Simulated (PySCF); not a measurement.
Computed IR spectrum (relative IR intensity) of a molecule C2H7BO. Geometry optimised at PBE0-D3(BJ)/def2-SVP. One conformer was computed; it need not be the lowest. The numbers are results of PBE0-D3(BJ)/def2-SVP (PySCF), not measurements. Harmonic, unscaled wavenumbers; measured fundamentals usually lie a few per cent lower.

ν (cm⁻¹): 985 (m), 1041 (m), 1158 (w), 1208 (w), 1312 (w), 1399 (vs), 1439 (m), 1473 (w), 1513 (s), 2539 (s), 3039 (m), 3140 (w), 3146 (w), 3169 (w) (against the strongest line: vs over 80 %, s over 45 %, m over 15 %, w over 4 %, vw less)

Task: Pick the molecule that these values belong to.
A. CCBO
B. BOCC
C. CBOC
D. CB(C)O

Result: C, CBOC
